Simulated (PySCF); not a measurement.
**MnH₂, sextet: structure and spectrum**

These are results of UBP86/[Mn def2-TZVP, H def2-TZVP], no relativity, density fitting, PySCF, not measurements.

The structure is a minimum.

Coordinates in bohr (charge 0 multiplicity 6):
```
Mn   -0.0243    0.0000    0.0000
H     0.6623   -3.0735    0.0000
H     0.6623    3.0735    0.0000
```

* Point group: C2v
* Bond lengths: Mn–H 1.667 Å (×2)
* Bond angles: H–Mn–H 154.8°
* Lowest empty level (β): -3.89 eV
* Principal quadrupole moments (Buckingham, traceless) about the centre of mass: -9.11, 4.28, 4.84 D Å
* Highest occupied level (α): -5.89 eV
* Rotational symmetry number: 2
* Rotational constants: 65.67, 3.162, 3.016 cm⁻¹
* Enthalpy at 298.15 K above 0 K: 10.66 kJ/mol
* Spin squared ⟨S²⟩: 8.771
* Heat capacity Cp at 298.15 K: 39.5 J/(mol K)
* Principal polarisabilities: 27.6, 29.7, 45.4 bohr³
* Entropy at 298.15 K and 1 bar (electronic part: spin only): 229.0 J/(mol K)
* Zero-point energy: 22.4 kJ/mol
* Dipole moment: 1.21 D
* Atomisation energy without zero-point energy: 510 kJ/mol

Harmonic modes (masses in u: Mn 54.938, H 1.008):
```tsv
symmetry	ω (cm⁻¹)	IR (km/mol)	type
a1	435	171	bend
b2	1618	597	stretch
a1	1683	18.6	stretch
```

In C2v the vibrations span 2a1 + b2. Here b1 is antisymmetric to the molecular plane and b2 lies in it.

Charges (e):
| atom | Mulliken | Löwdin | polar tensor | spin (Mulliken) | Mayer order to Mn1 |
| --- | --- | --- | --- | --- | --- |
| Mn1 | 0.38 | 0.44 | 0.80 | 5.10 | – |
| H2,3 | -0.19 | -0.22 | -0.40 | -0.05 | 0.87 |

Mulliken populations on Mn1: s 6.95, p 12.39, d 5.28, f 0.00.

Formally Mn is in oxidation state +2, d5, with 5 unpaired electrons (the high-spin count). The Mulliken spin on Mn is 5.10. The polar-tensor charge on Mn, 0.80, is far below the formal one.

Only a few start shapes were tried, so a lower isomer may exist. Open d and f shells are described by one determinant, and the ground state may have another occupation or spin.

The final relaxation and frequency run took 9.1 s on 2 threads of a shared Arm Neoverse V2 host, with 57 basis functions and 8 gradients; the process peaked at 0.58 GiB.
